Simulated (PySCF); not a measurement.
Species: 1,1,1,2-tetrafluorochloroethane, C2HClF4.
Numbering: `[F:1][C@H:2]([Cl:3])[C:4]([F:5])([F:6])[F:7]` (hydrogens: H8 on C2)

Method used: core-valence-separated Tamm–Dancoff BHandHLYP/aug-pcX-1 (pcseg-1 on H, def2-SVPD on Cl) in PySCF, non-relativistic, gas phase, PBE0-D3(BJ)/def2-SVP geometry. BHandHLYP without relativity tends to put these K edges a few eV too low, so spacings mean more than positions.

Q: Give energies, oscillator strengths and core holes at the C K edge.

A: 
| E (eV) | f | core hole on | main final orbital |
| --- | --- | --- | --- |
| 287.42 | 0.0735 | C2 | LUMO+1 (33 %) |
| 288.98 | 0.0593 | C2 | spread |
| 290.17 | 0.0341 | C2 | LUMO (37 %) |
| 292.02 | 0.0760 | C4 | spread |
| 292.12 | 0.0128 | C2 | LUMO+4 (34 %) |
| 292.31 | 0.0824 | C4 | spread |
| 292.45 | 0.0078 | C2 | LUMO+2 (58 %) |
| 292.72 | 0.0079 | C2 | LUMO+3 (42 %) |
| 292.78 | 0.0114 | C2 | spread |
| 293.17 | 0.0011 | C2 | LUMO+5 (52 %) |
| 293.68 | 0.0026 | C2 | LUMO+6 (81 %) |

The first line with a tenth or more of the strongest one's intensity is at 287.42 eV (f = 0.073), with the hole on C2 (sp3 C–F carbon). The strongest listed is at 292.31 eV (f = 0.082; C4).

Q: What does the F 1s absorption edge look like?

A: 
```tsv
E (eV)	f	core hole on	main final orbital
685.92	0.0372	F1	spread
687.02	0.0293	F7	spread
687.24	0.0051	F1	LUMO (51 %)
687.33	0.0303	F5	spread
687.42	0.0322	F6	spread
687.98	0.0063	F1	LUMO+1 (46 %)
688.23	0.0053	F6	LUMO (63 %)
688.30	0.0090	F7	LUMO (39 %)
688.43	0.0045	F5	LUMO (40 %)
688.70	0.0139	F5/F6	LUMO+1/LUMO+2 (2 roots, f summed)
688.84	0.0077	F7	LUMO+3 (50 %)
688.90	0.0044	F1	LUMO+3 (46 %)
688.95	0.0061	F7	LUMO+2 (43 %)
689.15	0.0044	F6	LUMO+3 (42 %)
689.21	0.0060	F5	LUMO+3 (51 %)
689.23	0.0031	F1	LUMO+4 (33 %)
689.40	0.0043	F1	LUMO+4 (35 %)
689.44	0.0121	F6	spread
```

The first line with a tenth or more of the strongest one's intensity is at 685.92 eV (f = 0.037), with the hole on F1 (alkyl fluorine). It is also the strongest listed.

Roots within 0.03 eV whose holes lie on the same, on equivalent or on shared atoms are summed into one line, and the highest roots are left out, as the search may have cut off their partners. Final orbitals are the ground state's empty Kohn–Sham orbitals.

Q: What length of transition dipole belongs to the line at 287.42 eV?

A: From f = (2/3) ΔE |μ|² in atomic units, with ΔE = 10.563 Eh and f = 0.0735: |μ| = 0.102 au = 0.26 D.

The ionisation thresholds weren't computed; near and above them a finite basis only mimics Rydberg series and continuum.

The values belong to the conformer `[F:1][C@H:2]([Cl:3])[C:4]([F:5])([F:6])[F:7]`: F1–C2–C4–F5 61°.
